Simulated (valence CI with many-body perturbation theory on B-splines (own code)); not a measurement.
## Level structure of Cd33+

Calculated by relativistic CI+MBPT: five valence electrons over a frozen Dirac-Fock core [Ne], radial functions for each j: 11 s, 11 p, 10 d, 8 f, 5 g, 2 h, with the one-electron correlation potential Σ1, the two-electron term Σ2, the three-electron term Σ3, Breit, model QED; selected CI, second order for the rest, scaled by the run's own slope (own B-spline code, finite nucleus).

The last digits are not significant, and no measured levels were compared; by estimate large intervals hold to a few tenths of a per cent, small ones and those within an open d or f shell to about a per cent. Among the levels kept, up to 4200 cm⁻¹ of a level comes from second order outside the variational space, and about a tenth of that is noise between levels of different J, which matters for small intervals.

Levels 46 to 90 of 169, with energies above the lowest level, (3s^2 3p1/2^2 3p3/2) J=3/2. "Leading %" is the weight of the configuration and term that name the level; weights of strongly mixed levels are sums over their largest components and can fall short. In the jj column 3d3/2^4 stands for four electrons in 3d with j = 3/2. Lifetimes count E1, E2, E3, M1 and M2 decay at the calculated energies, and are blank where another channel may lead or the interval is too uncertain; long ones can be off by a factor of two.

| No. | Configuration | Term | J | E (cm⁻¹) | Leading % | g | Lifetime | Leading jj |
| --- | --- | --- | --- | --- | --- | --- | --- | --- |
| 46 | 3s3p³3d | ⁶D° | 9/2 | 2114900 | 62 | 1.451 | 183 ps | 3s 3p1/2^2 3p3/2 3d5/2 (80 %) |
| 47 | 3s3p³3d | ⁴F° | 3/2 | 2136100 | 39 | 0.870 | 30.8 ps | 3s 3p1/2^2 3p3/2 3d3/2 (54 %) |
| 48 | 3p⁵ | ²P° | 3/2 | 2182200 | 38 | 1.303 | 24.4 ps | 3p1/2^2 3p3/2^3 (38 %) |
| 49 | 3s3p³3d | ⁴D° | 5/2 | 2184500 | 34 | 1.384 | 32.6 ps | 3s 3p1/2^2 3p3/2 3d5/2 (73 %) |
| 50 | 3s3p³3d | ⁴G° | 5/2 | 2241300 | 42 | 0.815 | 13.3 ps | 3s 3p1/2^2 3p3/2 3d3/2 (74 %) |
| 51 | 3s3p³3d | ⁴D° | 1/2 | 2260700 | 50 | 0.596 | 11.7 ps | 3s 3p1/2^2 3p3/2 3d3/2 (75 %) |
| 52 | 3s3p³3d | ²F° | 7/2 | 2265100 | 27 | 1.242 | 24.7 ps | 3s 3p1/2^2 3p3/2 3d5/2 (42 %) |
| 53 | 3s3p³3d | ⁴D° | 1/2 | 2320900 | 68 | 0.553 | 43.5 ps | 3s 3p1/2^2 3p3/2 3d5/2 (41 %) |
| 54 | 3s3p³3d | ⁴D° | 3/2 | 2321300 | 49 | 1.116 | 56.2 ps | 3s 3p1/2 3p3/2^2 3d3/2 (72 %) |
| 55 | 3s3p³3d | ⁴G° | 7/2 | 2324100 | 35 | 1.127 | 14.9 ps | 3s 3p1/2^2 3p3/2 3d5/2 (69 %) |
| 56 | 3s3p³3d | ⁴F° | 5/2 | 2336300 | 52 | 1.167 | 36.2 ps | 3s 3p1/2 3p3/2^2 3d3/2 (62 %) |
| 57 | 3s3p³3d | ²S° | 1/2 | 2356800 | 27 | 1.614 | 32.0 ps | 3s 3p1/2 3p3/2^2 3d3/2 (45 %) |
| 58 | 3s3p³3d | ⁴F° | 7/2 | 2369200 | 56 | 1.288 | 45.6 ps | 3s 3p1/2 3p3/2^2 3d3/2 (42 %) |
| 59 | 3s3p³3d | ²F° | 5/2 | 2383600 | 23 | 1.121 | 8.66 ps | 3s 3p1/2^2 3p3/2 3d5/2 (48 %) |
| 60 | 3s3p³3d | ⁴D° | 3/2 | 2388300 | 41 | 1.382 | 10.1 ps | 3s 3p1/2^2 3p3/2 3d5/2 (68 %) |
| 61 | 3s3p³3d | ⁴D° | 7/2 | 2419200 | 48 | 1.263 | 47.1 ps | 3s 3p1/2 3p3/2^2 3d5/2 (50 %) |
| 62 | 3s3p³3d | ⁴G° | 9/2 | 2424100 | 45 | 1.256 | 102 ps | 3s 3p1/2 3p3/2^2 3d3/2 (42 %) |
| 63 | 3s3p³3d | ²D° | 3/2 | 2430400 | 21 | 1.237 | 7.76 ps | 3s 3p1/2 3p3/2^2 3d3/2 (21 %) |
| 64 | 3s²3p3d² | ⁴G° | 5/2 | 2447400 | 41 | 0.820 | 8.84 ps | 3s^2 3p1/2 3d3/2^2 (74 %) |
| 65 | 3s3p³3d | ⁴F° | 9/2 | 2465100 | 55 | 1.300 | 34.4 ps | 3s 3p1/2 3p3/2^2 3d5/2 (74 %) |
| 66 | 3s3p³3d | ²P° | 1/2 | 2482700 | 53 | 0.621 | 50.2 ps | 3s 3p1/2 3p3/2^2 3d5/2 (52 %) |
| 67 | 3s3p³3d | ⁴D° | 1/2 | 2513400 | 40 | 0.597 | 4.35 ps | 3s 3p1/2 3p3/2^2 3d3/2 (42 %) |
| 68 | 3s3p³3d | ²G° | 9/2 | 2516700 | 58 | 1.166 | 87.7 ps | 3s 3p1/2 3p3/2^2 3d5/2 (52 %) |
| 69 | 3s3p³3d | ⁴P° | 5/2 | 2522200 | 43 | 1.400 | 3.97 ps | 3s 3p1/2 3p3/2^2 3d3/2 (51 %) |
| 70 | 3s3p³3d | ⁴G° | 11/2 | 2533400 | 95 | 1.268 | 38.5 ps | 3s 3p1/2 3p3/2^2 3d5/2 (95 %) |
| 71 | 3s3p³3d | ⁴F° | 3/2 | 2534200 | 15 | 1.104 | 4.86 ps | 3s 3p1/2 3p3/2^2 3d3/2 (54 %) |
| 72 | 3s3p³3d | ⁴D° | 7/2 | 2549100 | 38 | 1.224 | 4.83 ps | 3s 3p1/2 3p3/2^2 3d3/2 (52 %) |
| 73 | 3s3p³3d | ⁴S° | 3/2 | 2550000 | 18 | 1.282 | 4.92 ps | 3s 3p1/2 3p3/2^2 3d3/2 (50 %) |
| 74 | 3s3p³3d | ⁴P° | 5/2 | 2568100 | 21 | 1.186 | 7.38 ps | 3s^2 3p1/2 3d3/2 3d5/2 (43 %) |
| 75 | 3s²3p3d² | ⁴G° | 7/2 | 2570500 | 43 | 1.082 | 9.58 ps | 3s^2 3p1/2 3d3/2 3d5/2 (60 %) |
| 76 | 3s3p³3d | ⁴P° | 1/2 | 2577500 | 51 | 2.237 | 11.5 ps | 3s 3p1/2 3p3/2^2 3d5/2 (76 %) |
| 77 | 3s3p³3d | ⁴D° | 5/2 | 2595800 | 52 | 1.201 | 10.1 ps | 3s 3p1/2 3p3/2^2 3d5/2 (54 %) |
| 78 | 3s3p³3d | ⁴F° | 3/2 | 2600500 | 51 | 0.728 | 4.95 ps | 3s 3p1/2 3p3/2^2 3d3/2 (72 %) |
| 79 | 3s3p³3d | ⁴P° | 3/2 | 2604900 | 36 | 1.278 | 4.59 ps | 3s 3p1/2 3p3/2^2 3d5/2 (38 %) |
| 80 | 3s3p³3d | ⁴G° | 5/2 | 2612200 | 18 | 0.974 | 6.64 ps | 3s 3p1/2 3p3/2^2 3d3/2 (57 %) |
| 81 | 3s3p³3d | ²G° | 7/2 | 2618000 | 33 | 1.054 | 5.63 ps | 3s 3p1/2 3p3/2^2 3d3/2 (59 %) |
| 82 | 3s3p³3d | ²G° | 9/2 | 2624900 | 24 | 1.115 | 10.2 ps | 3s^2 3p1/2 3d3/2 3d5/2 (46 %) |
| 83 | 3s²3p3d² | ⁴F° | 3/2 | 2638300 | 20 | 0.883 | 2.65 ps | 3s^2 3p1/2 3d3/2^2 (41 %) |
| 84 | 3s²3p3d² | ⁴D° | 1/2 | 2642500 | 44 | 0.512 | 3.43 ps | 3s^2 3p1/2 3d3/2^2 (40 %) |
| 85 | 3s3p³3d | ⁴P° | 5/2 | 2644300 | 33 | 1.309 | 12.1 ps | 3s 3p1/2 3p3/2^2 3d5/2 (76 %) |
| 86 | 3s3p³3d | ²P° | 3/2 | 2647100 | 24 | 1.481 | 4.47 ps | 3s 3p1/2 3p3/2^2 3d5/2 (39 %) |
| 87 | 3s3p³3d | ²F° | 7/2 | 2656800 | 32 | 1.169 | 7.60 ps | 3s 3p1/2 3p3/2^2 3d5/2 (48 %) |
| 88 | 3s3p³3d | ²F° | 7/2 | 2661200 | 41 | 1.169 | 10.7 ps | 3s 3p1/2 3p3/2^2 3d5/2 (72 %) |
| 89 | 3s3p³3d | ⁴D° | 5/2 | 2680700 | 37 | 1.187 | 4.26 ps | 3s 3p1/2 3p3/2^2 3d5/2 (48 %) |
| 90 | 3s²3p3d² | ⁴P° | 1/2 | 2683300 | 38 | 2.013 | 3.75 ps | 3s^2 3p1/2 3d3/2 3d5/2 (56 %) |

Where two levels of one J and parity lie close, their mixing, g and order are uncertain.
